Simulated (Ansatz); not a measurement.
Harmonic frequencies (cm⁻¹) at PBE0-D4/def2-TZVP from Ansatz: 38, 46, 88, 114, 136, 363, 402, 464, 646, 678, 1421, 2336.

Each molecule was computed in one conformer, which needn't be the lowest.

Q: Which molecule is it?
A. `[F][InH][SiH3]`
B. `[OH][In]([OH])[OH]`
C. `O=C=[N][In]([Cl])[Cl]`
D. `[NH2][In]([OH])[Br]`

A: C.
